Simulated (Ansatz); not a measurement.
Reaction (cleavage of the Si–Ge bond): `NC[SiH2][GeH3]` + H₂S → `NC[SiH2]S` + GeH₄

Calculated with Ansatz (gas phase, PBE0-D4/def2-TZVP geometries, no zero-point term in ΔE). CCSD(T)/CBS adds triple-zeta CCSD(T) − MP2 to the extrapolated MP2 energy (def2 sets, frozen cores). This one scheme is used for every species. DFT in def2-TZVPP. B3LYP here is the variant with VWN-RPA as its local correlation; programs differ in this. For Ge outer-core shells are correlated without core-valence functions, which leaves a few kJ/mol of doubt a bond. Scalar relativity is left out up to krypton. Each species was taken in one conformer, which may not be the lowest.

`NC[SiH2][GeH3]`:

Cartesian coordinates in Å:
```
N -1.403 -1.127 -0.744
C -0.082 -1.459 -0.228
Si 1.088 0.014 -0.393
Ge 0.227 1.904 0.774
H -2.026 -1.923 -0.698
H -1.831 -0.382 -0.207
H -0.063 -1.820 0.813
H 0.342 -2.263 -0.839
H 1.279 0.369 -1.824
H 2.412 -0.338 0.194
H 0.188 1.639 2.291
H 1.081 3.159 0.533
H -1.213 2.228 0.328
```

H₂S:

Cartesian coordinates in Å:
```
S 0.177 0.057 0.591
H -0.945 0.364 -0.077
H 0.768 -0.421 -0.514
```

`NC[SiH2]S`:

```xyz
11

N    -0.611    1.075   -1.337
C    -0.606    0.545    0.021
Si    0.436   -1.020    0.043
S     0.701   -1.792    2.024
H    -1.253    1.851   -1.432
H     0.307    1.410   -1.601
H    -1.624    0.252    0.296
H    -0.265    1.246    0.800
H     1.754   -0.720   -0.583
H    -0.228   -2.118   -0.699
H     1.389   -0.727    2.468
```

GeH₄:

Z-matrix (Å, degrees):
```
Ge
H 1 1.534
H 1 1.534 2 109.5
H 1 1.534 2 109.5 3 -120.0
H 1 1.534 2 109.5 3 120.0
```

```tsv
level	ΔE (kcal/mol)	difference from CCSD(T)/CBS
PBE-D4	-9.1	1.2
r2SCAN-D4	-10.7	-0.4
PBE0-D4	-9.8	0.5
B3LYP-D4	-10.2	0.1
ωB97X-V	-10.9	-0.6
ωB97M-V	-11.2	-0.9
B2PLYP	-11.2	-0.9
PBE	-9.5	0.8
B3LYP	-10.8	-0.5
HF/def2-TZVPP	-13.3	-3.0
CCSD/def2-TZVPP	-10.1	0.2
CCSD(T)/def2-TZVPP	-10.0	0.3
HF/def2-QZVPP	-13.5	-3.2
SCS-MP2/def2-QZVPP	-11.9	-1.6
HF/CBS(def2)	-13.5	-3.2
CCSD/CBS(def2)	-10.4	-0.1
CCSD(T)/CBS	-10.3	0
```

Largest T1 diagnostic among the species: 0.012.

In def2-TZVPP, CCSD(T) changes the Hartree–Fock value by +3.3 kcal/mol (the triples alone add +0.1 kcal/mol) and MP2 by +1.8 kcal/mol.
